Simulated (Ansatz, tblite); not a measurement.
Removing an electron: GeBr₂⁻ (the lowest doublet isomer of a short search). The state is a doublet with charge -1. Geometry: B3LYP-D4/def2-TZVPD. Ansatz, gas phase; energy differences of separate SCF runs; the oxidised species is a singlet (the triplet lies 2.45 eV higher at PBE0-D4/def2-TZVPD).

```xyz
3

Ge   -0.136   -1.031    0.270
Br    1.041   -0.031   -1.735
Br   -0.905    1.063    1.466
```

The xTB rows come from tblite. The structure comes from a short search, and lower isomers may exist.

| level | −HOMO (eV) | vertical IE (eV) | −LUMO (eV) | HOMO–LUMO gap (eV) | remarks |
| --- | --- | --- | --- | --- | --- |
| GFN1-xTB | – | 5.35 | – | – | – |
| GFN2-xTB | – | 5.41 | – | – | – |
| PBE-D4/def2-TZVPD | -0.80 | 1.83 | -1.98 | 1.17 | HOMO above zero (-1 doublet) |
| r2SCAN-D4/def2-TZVPD | -0.51 | 2.05 | -2.35 | 1.85 | HOMO above zero (-1 doublet) |
| PBE0-D4/def2-TZVPD | 0.21 | 2.03 | -2.76 | 2.97 | – |

  A HOMO above zero means that the electron is unbound at that level or that self-interaction error raises the level; the energy of removing that electron tells which. HOMO and LUMO are the levels of the spin that leaves or enters (xTB has no such levels and no spin-polarisation term). Other spin states of the ions may lie lower, which would lower the ionisation energy or raise the affinity. Raw xTB energy differences between charge states are shifted by several eV; the methods need an empirical correction for them.
